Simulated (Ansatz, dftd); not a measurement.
Reaction: H3BSO (SMILES OBS) → H2BSO (SMILES OB[S], doublet) + H (doublet) (the H-S bond breaks)
Each species at its own B3LYP-D3(BJ)/def2-TZVP minimum (Ansatz, a quantum-chemistry and plane-wave program), one conformer.

Wanted: bond dissociation energy (electronic), in kJ/mol. Radicals and triplets start from unrestricted determinants; spin-orbit coupling is neglected. CBS(X,Y): correlation extrapolated as X^-3, Hartree-Fock from the larger set. A bracket is a step between two methods taken in the basis named. Functionals run without relativity, which enters their misses. Double hybrids freeze cores in their MP2 part. 'core' is core correlation in cc-pwCVTZ (1s frozen past Ne), 'X2C' scalar relativity in cc-pVTZ-DK, both at CCSD(T). For partners of very few electrons the exact lower level stands in for a higher one.

Compared with CCSD(T)/CBS(cc-pV(T+d)Z,cc-pV(Q+d)Z) + [CCSDT(Q) - CCSD(T)]/cc-pV(D+d)Z + core + X2C (Ansatz): 390.6 kJ/mol.

Costs are rough ratios of core time, to one figure, on one kind of shared machine, summed over the single points of the molecules; atoms, geometries and frequencies are left out. The first row took roughly 10 core seconds; short runs hold start-up time.

```tsv
level	program	cost relative to the first row	difference (kJ/mol)
PBE0/def2-TZVPD	Ansatz	1	-17.1
PBE-D4/def2-TZVPD	Ansatz + dftd4	1	-15.7
CAM-B3LYP/def2-TZVPD	Ansatz	2	-12.6
B2GP-PLYP-D3(BJ)/def2-TZVPD	Ansatz + dftd3	2	-14.2
B2GP-PLYP-D4/def2-TZVPD	Ansatz + dftd4	2	-14.5
r2SCAN/def2-TZVPD	Ansatz	2	-16.7
wB97X-V/def2-TZVPD	Ansatz	3	-6.8
```

The dearest row costs roughly 3 times the first. Costs within a factor of two don't rank. The table holds for this case alone.
